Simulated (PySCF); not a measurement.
## Electron correlation in Ne²⁺ (neon, charge +2)

[He] 2s2 2p4, high-spin 3P determinant. Computed with PySCF 2.14 in cc-pVDZ, with no relativity, point nucleus. Frozen: 1s2; 6 electrons correlated.

MP2 pair energies summed by pair of shells (mhartree):

| pair | energy | share (%) |
| --- | --- | --- |
| 2p-2p | -43.85 | 46.7 |
| 2s-2p | -42.92 | 45.7 |
| 2s-2s | -7.06 | 7.5 |

Total MP2 correlation energy: -93.83 mhartree.

Same-spin part -22.32 and opposite-spin part -71.51 mhartree; SCS-MP2 scales them by 1/3 and 6/5 to -93.25 mhartree.

```csv
level,correlation energy (mhartree)
CCSD,-106.22
(T),-0.64
CCSD(T),-106.86
```

Diagnostics: T1 = 0.0029, D1 = 0.0047, largest double amplitude 0.031.

Task: Is a single reference adequate?

Result: Yes: T1 lies below 0.03 and no double amplitude reaches 0.07.
